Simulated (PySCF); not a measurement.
H7NOSi2, SMILES N[SiH2]O[SiH3].

The structure is a stationary point at B3LYP-D3(BJ)/def2-SVP. The values are those of a single conformer.

These are SMD-M06-2X/6-31G* run with PySCF values and carry that method's errors.

Solvation free energies are E(SMD) − E(gas) at the gas-phase geometry, for 1 M in both phases. In vacuum the dipole moment is 1.86 D.

```tsv
solvent	ΔG(solv) (kcal/mol)	its non-electrostatic (CDS) part	dipole (D)
water	-0.6	4.1	2.42
chlorobenzene	-2.5	0.6	2.21
diethylether	-2.9	-0.2	2.17
```
